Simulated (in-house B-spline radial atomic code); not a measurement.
Radial electron density of I-, [Kr] 4d10 5s2 5p6. Method: scalar-relativistic (X2C) TPSSh, spin-polarised, spherical fractional occupations, exact exchange averaged over the configuration, Fermi nucleus of rms radius 4.75 fm. Calculated with an all-electron radial atomic-structure program (B-spline basis).

One-electron X2C: radii and densities carry no picture-change correction, so inner-shell <1/r> comes out high (for 1s by about 2 % at Z = 33, 5 % at 54, 10 % at 75, 30 % at 118) and <r> low.

Columns: r (bohr), 4πr²n(r) (electrons per bohr), bar.

```
0.000893    2.405 #
 0.00111    3.383 ##
 0.00137    4.685 ##
  0.0017    6.505 ###
 0.00211    8.966 ####
 0.00262    12.25 ######
 0.00325    16.52 ########
 0.00403    21.94 ###########
   0.005    28.63 ##############
 0.00621    36.56 ##################
  0.0077    45.28 ######################
 0.00955    54.17 ###########################
  0.0118    61.98 ###############################
  0.0147    67.69 #################################
  0.0182    69.64 ##################################
  0.0226    67.65 #################################
   0.028    63.18 ###############################
  0.0348    59.63 #############################
  0.0431    61.32 ##############################
  0.0535    70.13 ###################################
  0.0663    82.23 #########################################
  0.0823    89.06 ############################################
   0.102    83.83 #########################################
   0.127    70.33 ###################################
   0.157    62.82 ###############################
   0.195    68.21 ##################################
   0.241    74.84 #####################################
     0.3    65.12 ################################
   0.372    41.84 #####################
   0.461    25.73 #############
   0.572     25.5 #############
   0.709    28.36 ##############
   0.879    23.08 ###########
    1.09    13.71 #######
    1.35    7.507 ####
    1.68    5.198 ###
    2.08    4.205 ##
    2.58    2.997 #
     3.2    1.733 #
    3.97   0.7896 
    4.93   0.2873 
    6.11  0.08804 
    7.58  0.02201 
     9.4 0.004281
```

On this grid the curve has 4 maxima, near 0.0182, 0.0823, 0.241, 0.709 bohr.

The 5s down radial function P(r) = rR(r), positive near the nucleus:

| r (bohr) | P |
| --- | --- |
| 0.000377 | 0.0129 |
| 0.000581 | 0.01829 |
| 0.000893 | 0.02574 |
| 0.00137 | 0.03588 |
| 0.00211 | 0.0495 |
| 0.00325 | 0.06682 |
| 0.005 | 0.08697 |
| 0.0077 | 0.1066 |
| 0.0118 | 0.117 |
| 0.0182 | 0.1026 |
| 0.028 | 0.04324 |
| 0.0431 | -0.06581 |
| 0.0663 | -0.1701 |
| 0.102 | -0.1366 |
| 0.157 | 0.1028 |
| 0.241 | 0.267 |
| 0.372 | -0.04236 |
| 0.572 | -0.4079 |
| 0.879 | -0.01019 |
| 1.35 | 0.6824 |
| 2.08 | 0.7453 |
| 3.2 | 0.3486 |
| 4.93 | 0.07239 |
| 7.58 | 0.006072 |
